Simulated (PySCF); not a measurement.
A run for PySCF: R-M06-2X/def2-TZVPP on CH4STe (SMILES CS[TeH]), a point of a torsion scan. Elements past Kr take the def2 small-core potentials; no spin–orbit coupling.

```python
from pyscf import gto, dft

mol = gto.M(
    atom='''
    C    -1.06515842   -0.14115763    0.08731207
    S    -0.20502093    0.77770212   -1.23576175
    Te   -1.38287836    2.84234863   -1.38669346
    H    -1.74296095   -0.85889604   -0.36369626
    H    -1.60108054    0.54266907    0.73466620
    H    -0.30126053   -0.66610789    0.65238251
    H    -2.50223285    2.27078246   -2.45990755
    ''',
    basis='def2-tzvpp',
    ecp={'Te': 'def2-tzvpp'},
    charge=0, spin=0, verbose=4, max_memory=1800)
mf = dft.RKS(mol, xc='m062x').density_fit(auxbasis='def2-universal-jkfit')
mf.grids.level = 4
mf.conv_tol = 1e-9
mf.max_cycle = 150
mf.kernel()
mf.dip_moment()
```

The head of its log:

```
PySCF version 2.14.0

[INPUT] verbose = 4
[INPUT] num. atoms = 7
[INPUT] num. electrons = 50
[INPUT] charge = 0
[INPUT] spin (= nelec alpha-beta = 2S) = 0
[INPUT] symmetry False subgroup None
[INPUT] Mole.unit = angstrom
[INPUT] Symbol           X                Y                Z      unit          X                Y                Z       unit  Magmom
[INPUT]  1 C     -1.065158420000  -0.141157630000   0.087312070000 AA   -2.012857693074  -0.266749261093   0.164995899669 Bohr   0.0
[INPUT]  2 S     -0.205020930000   0.777702120000  -1.235761750000 AA   -0.387433407504   1.469644013294  -2.335251262713 Bohr   0.0
[INPUT]  3 Te    -1.382878360000   2.842348630000  -1.386693460000 AA   -2.613261363988   5.371260461233  -2.620470858126 Bohr   0.0
[INPUT]  4 H     -1.742960950000  -0.858896040000  -0.363696260000 AA   -3.293718841312  -1.623078285073  -0.687286323929 Bohr   0.0
[INPUT]  5 H     -1.601080540000   0.542669070000   0.734666200000 AA   -3.025603723971   1.025495918572   1.388317910975 Bohr   0.0
[INPUT]  6 H     -0.301260530000  -0.666107890000   0.652382510000 AA   -0.569299893841  -1.258761481512   1.232824272356 Bohr   0.0
[INPUT]  7 H     -2.502232850000   2.270782460000  -2.459907550000 AA   -4.728534786390   4.291156937866  -4.648551561250 Bohr   0.0

nuclear repulsion = 178.265670531265
number of shells = 65
number of NR pGTOs = 265
number of NR cGTOs = 179
basis = def2-tzvpp
ecp = {'Te': 'def2-tzvpp'}


******** <class 'pyscf.df.df_jk.DFRKS'> ********
method = DFRKS
initial guess = minao
damping factor = 0
level_shift factor = 0
DIIS = <class 'pyscf.scf.diis.CDIIS'>
diis_start_cycle = 1
diis_space = 8
diis_damp = 0
SCF conv_tol = 1e-09
SCF conv_tol_grad = None
SCF max_cycles = 150
direct_scf = False
XC library pyscf.dft.libxc version 7.1.2
    S. Lehtola, C. Steigemann, M. J. T. Oliveira, and M. A. L. Marques,  SoftwareX 7, 1–5 (2018)
XC functionals = m062x
    Y. Zhao and D. G. Truhlar,  Theor. Chem. Acc. 120, 215 (2008)
    Y. Zhao and D. G. Truhlar,  Theor. Chem. Acc. 120, 215 (2008)
radial grids:
    Treutler-Ahlrichs [JCP 102, 346 (1995); DOI:10.1063/1.469408] (M4) radial grids

becke partition: Becke, JCP 88, 2547 (1988); DOI:10.1063/1.454033
pruning grids: <function nwchem_prune>
grids dens level: 4
symmetrized grids: False
atomic radii adjust function: <function treutler_atomic_radii_adjust>
small_rho_cutoff = 0
Set gradient conv threshold to 3.16228e-05
Initial guess from minao.
tot grids = 151720
******** <class 'pyscf.df.df.DF'> ********
auxbasis = def2-universal-jkfit
init E= -664.873061465995
  HOMO = -0.575482802726208  LUMO = -0.539241694640335  gap/eV = 0.98617
cycle= 1 E= -704.69153260163  delta_E= -39.8  |g|= 3.12  |ddm|= 28.2
  HOMO = -0.0336127692378077  LUMO = -0.016020316703931  gap/eV = 0.47872
cycle= 2 E= -700.284814598049  delta_E= 4.41  |g|= 4.12  |ddm|= 26.6
  HOMO = -0.197705644301346  LUMO = -0.0943034240731839  gap/eV = 2.81372
```

Task: Predict the final total energy.

Result: -706.6360 hartree.
